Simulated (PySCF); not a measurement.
Al(Cl)(OH)(SH) (AlClH2OS), SMILES [Cl][Al]([SH])[OH].

The structure is a stationary point at B3LYP-D3(BJ)/def2-SVP. One conformer was computed; it need not be the lowest.

Calculation: CAM-B3LYP/def2-TZVPD (PySCF).

Symmetry labels are those of the subgroup Cs that the program uses (full group Cs).

List the valence orbital energies around the gap with their symmetry. (Estimate from the structure and the level; the computed values follow.)


```json
[
 {"orbital": "HOMO−7", "symmetry": "A'", "energy (eV)": "-13.69"},
 {"orbital": "HOMO−6", "symmetry": "A'", "energy (eV)": "-12.70"},
 {"orbital": "HOMO−5", "symmetry": "A'", "energy (eV)": "-11.76"},
 {"orbital": "HOMO−4", "symmetry": "A\"", "energy (eV)": "-11.56"},
 {"orbital": "HOMO−3", "symmetry": "A\"", "energy (eV)": "-10.96"},
 {"orbital": "HOMO−2", "symmetry": "A'", "energy (eV)": "-10.92"},
 {"orbital": "HOMO−1", "symmetry": "A'", "energy (eV)": "-10.63"},
 {"orbital": "HOMO", "symmetry": "A\"", "energy (eV)": "-9.30"},
 {"orbital": "LUMO", "symmetry": "A'", "energy (eV)": "-0.43"},
 {"orbital": "LUMO+1", "symmetry": "A\"", "energy (eV)": "0.58"},
 {"orbital": "LUMO+2", "symmetry": "A'", "energy (eV)": "0.80"},
 {"orbital": "LUMO+3", "symmetry": "A'", "energy (eV)": "1.03"}
]
```
